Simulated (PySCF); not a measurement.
**Correlation energy of As (arsenic, neutral)**

[Ar] 3d10 4s1 4p3 5s1, high-spin 6S determinant (an excited configuration). Computed with PySCF 2.14 in aug-cc-pVTZ-DK (7s6p4d2f, 59 functions), with the spin-free X2C one-electron Hamiltonian (Gaussian nucleus). Frozen: [Ar] 3d10; 5 electrons correlated.

```tsv
level	correlation energy (mhartree)
CCSD	-34.83
(T)	-0.69
CCSD(T)	-35.52
```

Diagnostics: T1 = 0.0082, D1 = 0.0248, largest double amplitude 0.028.

Task: Is a single reference adequate?

Result: Yes, within this model without spin-orbit coupling: T1 lies below 0.03 and no double amplitude reaches 0.07.
